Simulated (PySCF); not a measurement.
**Fractional electron number in Cd (cadmium, neutral)**

The 5s beta orbital of [Kr] 4d10 5s2 is emptied in steps (occupation f), with all orbitals relaxed, ending at [Kr] 4d10 5s1. Computed with PySCF 2.14 in def2-SVP with the def2 core potential (28 electrons), with a scalar-relativistic core potential. The exact energy is a straight line in f; departures are measured from the line between the end points of the same method.

```
  f  UHF (eV)  LDA (eV)  PBE (eV)  PBE0 (eV)  r2SCAN (eV)  LC-wPBE (eV)  BHandHLYP (eV)  wB97X (eV)  HSE06 (eV)  B3LYP (eV)
  1     0.000     0.000     0.000      0.000        0.000         0.000           0.000       0.000       0.000       0.000
0.9     0.027    -0.317    -0.310     -0.221       -0.276        -0.002          -0.149      -0.046      -0.254      -0.250
0.7     0.059    -0.744    -0.729     -0.519       -0.645        -0.006          -0.351      -0.110      -0.596      -0.587
0.5     0.068    -0.891    -0.875     -0.621       -0.767        -0.009          -0.423      -0.131      -0.712      -0.704
0.3     0.054    -0.752    -0.740     -0.524       -0.645        -0.011          -0.360      -0.106      -0.601      -0.596
0.1     0.022    -0.323    -0.319     -0.225       -0.277        -0.006          -0.157      -0.037      -0.258      -0.258
  0     0.000     0.000     0.000      0.000        0.000         0.000           0.000       0.000       0.000       0.000
```

```tsv
method	E(f=0) − E(f=1) (eV)	−ε at f=1 (eV)	−ε at f=0.5 (eV)
UHF	7.337	7.640	7.322
LDA	9.480	5.971	9.457
PBE	9.087	5.654	9.054
PBE0	8.804	6.354	8.789
r2SCAN	8.896	5.840	8.906
LC-wPBE	8.524	8.502	8.509
BHandHLYP	8.670	7.021	8.645
wB97X	8.979	8.471	8.985
HSE06	8.851	6.027	8.832
B3LYP	9.110	6.346	9.083
```

Orbital energy along the path (eV):

```
  f     UHF      LDA      PBE     PBE0   r2SCAN  LC-wPBE  BHandHLYP   wB97X    HSE06    B3LYP
  1  -7.640   -5.971   -5.654   -6.354   -5.840   -8.502     -7.021  -8.471   -6.027   -6.346
0.9  -7.567   -6.652   -6.318   -6.832   -6.442   -8.505     -7.338  -8.562   -6.584   -6.882
0.7  -7.436   -8.040   -7.670   -7.802   -7.662   -8.507     -7.983  -8.762   -7.704   -7.970
0.5  -7.322   -9.457   -9.054   -8.789   -8.906   -8.509     -8.645  -8.985   -8.832   -9.083
0.3  -7.222  -10.896  -10.472   -9.792  -10.116   -8.526     -9.330  -9.221   -9.981  -10.221
0.1  -7.133  -12.349  -11.916  -10.805  -11.358   -8.572    -10.050  -9.395  -11.149  -11.389
  0  -7.093  -13.080  -12.629  -11.292  -11.967   -8.599    -10.426  -9.252  -11.708  -11.984
```

As f goes to zero the orbital energy of a semilocal functional can turn back, because the density of that orbital vanishes from the exchange-correlation potential.

Reference removal energy between the ground levels: 8.994 eV (measured; NIST Atomic Spectra Database, ionization energies). UHF lacks correlation.
